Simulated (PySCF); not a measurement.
Input for PySCF:
```python
from pyscf import gto, scf, dft

mol = gto.M(
    atom='''
C    -0.00000000   -0.00000000   -0.15907913
H     0.00000000    0.00000000    0.95447475
''',
    basis='def2-svp',
    spin=1,
    verbose=4,
)

mf = dft.UKS(mol)
mf.xc = 'pbe'
mf.kernel()
```

Task: Estimate the <S^2> that PBE/def2-SVP (PySCF) returns for this input.

Result: 0.752

Task: What is the computed total energy (PBE/def2-SVP)?

Result: -38.382650 Ha

Task: What Mulliken (on the basis functions themselves) charges in atom order does PBE/def2-SVP give?

Result: C1 -0.06, H2 0.06

Task: Give the HOMO energy at the level PBE/def2-SVP.

Result: -5.72 eV

Task: What is the computed dipole moment (PBE/def2-SVP)?

Result: 1.50 D

These values belong to the state on which the SCF converged, which isn't shown to be the lowest.
